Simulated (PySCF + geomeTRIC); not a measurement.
Species: C2H22Ge8, SMILES `[CH3][GeH2][GeH2][GeH2][GeH2][GeH2][GeH2][GeH2][GeH2][CH3]` (charge 0, multiplicity 1).

### Question
Give a relaxed geometry from PBE0-D3(BJ)/def2-SVP (PySCF + geomeTRIC).

### Answer
One answer among several that fit: the end point of this relaxation, one of several conformers (outside a Z-matrix the atoms follow the SMILES, hydrogens last).
Z-matrix (Å, degrees):
```
Ge
H 1 1.5434
H 1 1.5434 2 107.54
Ge 1 2.4265 2 109.33 3 118.60
H 4 1.5436 1 109.08 2 179.56
H 4 1.5436 5 107.47 1 118.13
Ge 4 2.4261 5 109.56 6 118.97
H 7 1.5446 4 108.60 5 179.20
H 7 1.5446 8 107.17 4 117.13
Ge 7 2.4267 8 110.08 9 119.69
H 10 1.5439 7 108.63 8 179.62
H 10 1.5439 11 107.80 7 117.55
C 10 1.9581 11 109.96 12 119.87
H 13 1.0992 10 110.29 11 61.02
H 13 1.0992 14 108.65 10 -120.98
H 13 1.0998 14 108.71 15 -118.16
Ge 1 2.4268 2 109.24 3 -118.44
H 17 1.5434 1 109.24 2 -179.98
H 17 1.5434 18 107.54 1 -118.44
Ge 17 2.4265 18 109.33 19 -118.61
H 20 1.5436 17 109.08 18 -179.54
H 20 1.5436 21 107.47 17 -118.13
Ge 20 2.4261 21 109.55 22 -118.97
H 23 1.5446 20 108.60 21 -179.20
H 23 1.5446 24 107.17 20 -117.13
Ge 23 2.4267 24 110.07 25 -119.70
H 26 1.5439 23 108.64 24 -179.44
H 26 1.5439 27 107.80 23 -117.54
C 26 1.9581 27 109.96 28 -119.87
H 29 1.0992 26 110.28 27 -60.62
H 29 1.0992 30 108.65 26 120.98
H 29 1.0998 30 108.71 31 118.16
```
